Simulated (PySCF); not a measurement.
## Frontier orbitals and the lowest excitations

Species: C4H9F3Si2.
Cartesian coordinates in Å at the PBE0-D3(BJ)/def2-SVP level; atoms count from 1:
```
atom  x, y, z in Å
C1    -2.849   -0.080    0.417
Si2   -0.999    0.060    0.684
C3     0.032   -1.397   -0.008
Si4    1.116   -0.107   -0.860
C5     2.702    0.168    0.209
F6     3.385    1.266   -0.156
F7     3.556   -0.866    0.149
F8     2.373    0.328    1.507
C9    -0.102    1.285   -0.481
H10   -3.275   -0.882    1.041
H11   -3.354    0.862    0.681
H12   -3.077   -0.308   -0.636
H13   -0.691    0.333    2.120
H14    0.524   -2.074    0.705
H15   -0.545   -2.006   -0.724
H16    1.567   -0.337   -2.264
H17    0.318    2.204   -0.047
H18   -0.721    1.562   -1.350
```

Computed, not measured: TDDFT B3LYP/def2-SVPD, vertical, gas phase, core orbitals frozen in the response in PySCF.

Frontier orbitals with the atoms that hold most of them (Löwdin shares over 4%, at most four atoms; ? is withheld):

| orbital | ε (eV) | atoms |
| --- | --- | --- |
| HOMO-3 | -8.89 | C9 29%, C3 28%, Si4 16%, H14 6% |
| HOMO-2 | -8.88 | Si2 19%, H13 17%, C1 14%, Si4 7% |
| HOMO-1 | -8.41 | ? |
| HOMO | ? | ? |
| LUMO | -0.11 | Si4 20%, Si2 12%, C3 10%, C9 10% |
| LUMO+1 | -0.07 | Si2 19%, Si4 14%, C3 10%, C1 10% |
| LUMO+2 | 0.23 | Si4 27%, H16 11%, H18 11%, H15 10% |

**Question.** Which atoms hold the HOMO-1, and with what shares?

**Answer.** C3 (bonded to 2 Si and 2 H) 26%; C9 (bonded to 2 Si and 2 H) 26%; Si2 (bonded to 3 C and H) 19%; Si4 (bonded to 3 C and H) 10%. By element: carbon 52% or more, silicon 28%.

**Question.** Give the leading atoms of the HOMO.

**Answer.** C9 (bonded to 2 Si and 2 H) 19%; C3 (bonded to 2 Si and 2 H) 18%; Si2 (bonded to 3 C and H) 14%; Si4 (bonded to 3 C and H) 14%. By element: carbon 37% or more, silicon 29%.

**Question.** What is the HOMO energy, and the HOMO–LUMO gap?

**Answer.** ε(HOMO) = -7.74 eV; the gap is 7.62 eV (0.2801 hartree).

**Question.** How does S1 compare with the orbital gap of 7.62 eV?

**Answer.** S1 is at 6.54 eV (f = 0.0004), 1.08 eV below the gap, made of HOMO→LUMO (99%). 

**Question.** One configuration dominates each of S1, S2, S4 and S5. Which, and how do the shares of the two leading atoms of either orbital change from the occupied to the empty one?

**Answer.** 
- S1 (6.54 eV, f 0.0004), HOMO→LUMO (99%): C9 19% → 10%, C3 18% → 10%, Si4 14% → 20%, Si2 14% → 12%
- S2 (6.69 eV, f 0.016), HOMO→LUMO+1 (94%): C9 19% → at most 10%, C3 18% → 10%, Si2 14% → 19%, Si4 14% → 14%
- S4 (7.22 eV, f 0.0022), HOMO-1→LUMO+1 (87%): C3 26% → 10%, C9 26% → at most 10%, Si2 19% → 19%, Si4 10% → 14%
- S5 (7.53 eV, f 0.195), HOMO-1→LUMO (75%): C3 26% → 10%, C9 26% → 10%, Si4 10% → 20%, Si2 19% → 12%

Time: 12 min; peak memory 1.2 GiB. Hardware: an Arm Neoverse N1 with one thread, no GPU, on a shared host.

One conformer stands for the species.
